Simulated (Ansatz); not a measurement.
Geometry optimisation, Ansatz 0.2.0, RKS B3LYP-D4/def2-SVP.

The input (input.yaml):

```yaml
crystal:
  periodic: [false, false, false]
  atoms:
    - { symbol: B, position_ang: [-0.5205, -0.3763, -0.4373] }
    - { symbol: Br, position_ang: [-1.2778, 1.1214, 1.2514] }
    - { symbol: F, position_ang: [-0.5369, 0.1959, -1.6146] }
    - { symbol: F, position_ang: [-0.9933, -1.5746, -0.2537] }
    - { symbol: H, position_ang: [0.6267, 0.5478, 1.1529] }
    - { symbol: O, position_ang: [1.0791, -0.2196, 0.2486] }
    - { symbol: H, position_ang: [1.6227, 0.3055, -0.3473] }
basis:
  gaussian: { orbitals: def2-SVP }
hamiltonian:
  xc: b3lyp
  dispersion: d4
relax:
  f_tol: 0.15
  max_steps: 25
  restrain:
    - { distance: [0, 5], at: 1.5, k: 30.0 }
    - { distance: [4, 1], at: 1.51, k: 30.0 }
    - { distance: [0, 1], at: 3.34, k: 30.0 }
    - { distance: [4, 5], at: 2.27, k: 30.0 }
output:
  orbitals: {}
```

Run as:

```bash
$ ansatz run input.yaml --threads 2 --pin off --max-ram 3072MiB --backend cpu --events-out ev --progress --plain --runs-dir out
```

Problem. Where does it end, and by what steps?

Solution. The forces met the threshold. The restraints hold the end off the free minimum. After 9 steps the energy has fallen by 1.344 eV (the restraints' own energy left out); H5 moved furthest, 0.74 Å. Joined: Br2–H5 (1.99 → 1.48 Å).

| step | energy less start (eV) | largest force component (eV/Å) | accepted |
| --- | --- | --- | --- |
| 0 | 0.0000 | 2.881 | yes |
| 1 | 0.2459 | 3.681 | yes |
| 2 | -0.4455 | 4.309 | yes |
| 3 | -1.1838 | 2.040 | yes |
| 4 | -1.2103 | 3.582 | yes |
| 5 | -1.2555 | 1.852 | yes |
| 6 | -1.3220 | 2.362 | yes |
| 7 | -1.3386 | 2.206 | yes |
| 8 | -1.3341 | 2.079 | yes |
| 9 | -1.3443 | 2.088 | yes |

```xyz
7
Properties=species:S:1:pos:R:3
B -0.161 -0.607 -0.712
Br -1.199 1.447 1.713
F -0.463 0.057 -1.813
F -0.988 -1.501 -0.227
H 0.105 0.759 1.633
O 1.084 -0.397 -0.055
H 1.622 0.243 -0.540
```

Run time: 21 s on 2 threads of Intel(R) Xeon(R) Platinum 8488C (Sapphire Rapids), on a shared host, peak memory 0.24 GiB.
